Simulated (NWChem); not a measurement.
Species: AlNH$_{3}$Cl; SMILES [NH2][AlH][Cl]

```xyz
6

Al    -0.5691     0.5128     0.0000
H     -2.1290     0.7882     0.0000
Cl     0.1939    -1.4659     0.0000
N      0.6069     1.8427     0.0000
H      1.6234     1.7316     0.0000
H      0.3597     2.8350     0.0000
```
Atoms are numbered in this order, from 1.

Computed with NWChem. Geometry: optimised at PBE-D3(BJ)/def2-SVP. Vertical excitations in the gas phase; the lowest state need not have the same character in each row.

For level B3LYP/aug-cc-pVDZ, full TDDFT:

```
Quantity                         Result
-------------------------------  ------
lowest excitation, singlet (eV)    5.76
orbital gap (eV)                   6.66
```

Estimate the same quantities for level BHandHLYP/aug-cc-pVDZ, full TDDFT.

The lowest excitation, singlet (eV) comes out as 6.30. The orbital gap (eV) is 8.99.
